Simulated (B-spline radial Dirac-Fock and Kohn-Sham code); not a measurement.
**Run log: Ni**

ΔSCF core binding energies without Breit or QED terms, calculated with a radial atomic solver. Keys: rel is the Hamiltonian (dirac, or spin-free x2c and nr, where L3 and M5 stand for the whole 2p and 3d shells), method is hf or an exchange,correlation pair (spin-unpolarised, also for the hole states), nuc the nuclear model, radius_factor scales its radius, rmax is the box in bohr, h the logarithmic mesh step, order the B-spline order, points the quadrature points per cell, c_factor scales the speed of light, and damp, ndamp, maxit and tol steer the iteration. The run stops when the commutator error falls below 10·tol·max(1, Z/10), or the numerical noise floor, and the energy has settled to about 1e-8 Ha; the virial ratio is −V/T.

Input (task.json):

```json
{"items": [{"Z": 28, "q": 0, "cfg": [[1, 0, 2], [2, 0, 2], [2, 1, 6], [3, 0, 2], [3, 1, 6], [3, 2, 8], [4, 0, 2]], "A": 58, "rrms": 3.7757, "do": "settings", "holes": ["K", "L3", "M5"],
  "settings": [{"rel": "nr", "method": "hf", "nuc": "fermi", "radius_factor": 1.0, "rmax": 45.0, "h": 0.3, "order": 8, "points": 10, "c_factor": 1.0, "maxit": 60, "damp": 0.5, "ndamp": 3, "tol": 1e-08}]}]}
```

Command: `python xray2_run.py task.json out`

Ground-state iterations:

```
iter   energy (Ha)        error
   1    -1505.27324950  9.72e-01
   2    -1505.74088332  2.68e-01
   3    -1506.81196050  2.32e-02
   4    -1506.81556466  9.25e-03
   5    -1506.81581364  7.65e-04
   6    -1506.81582458  3.31e-04
   7    -1506.81582651  2.23e-04
   8    -1506.81582736  4.63e-05
   9    -1506.81582740  3.79e-06
  10    -1506.81582740  3.89e-07
  11    -1506.81582740  9.40e-08
```

The ground state converged in 11 iterations, with total energy -1506.81583 Ha, virial ratio 2.00000 and highest orbital energy -7.53 eV. ΔSCF binding energies: K (1s) 8270.4 eV, L3 (2p3/2) 871.8 eV. Holes are computed only in closed shells, and unreliable hole states are left out.
